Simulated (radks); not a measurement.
Values are calculated unless marked as measured or tabulated.
Task: These are the eigenvalues of the occupied orbitals of an atom or ion with whole-number occupations (hartree). Level of theory: non-relativistic Kohn-Sham, PBE, spin-unpolarised, spherical densities, point nucleus (a radial shooting solver on a logarithmic mesh with Libxc functionals).

1s: -1511.323
2s: -237.0029
2p: -224.6366
3s: -51.42301
3p: -46.02310
3d: -35.96716
4s: -10.24514
4p: -8.19902
4d: -4.59322
5s: -1.54507
5p: -1.00776
4f: -0.38413
6s: -0.28577

Which element is it, and in what charge state? The configuration may be excited.

Result: Z = 60, neodymium, charge +1: Nd+ in [Xe] 4f4 6s1. The list shows which subshells hold electrons but not how many an open one holds; the 1s level, -1511.3 hartree, gives Z - s = 55.0 by -(Z - s)^2/2, which with screening narrows Z to a few neighbours, and the depths of the outer levels then fix element, charge and occupations together.
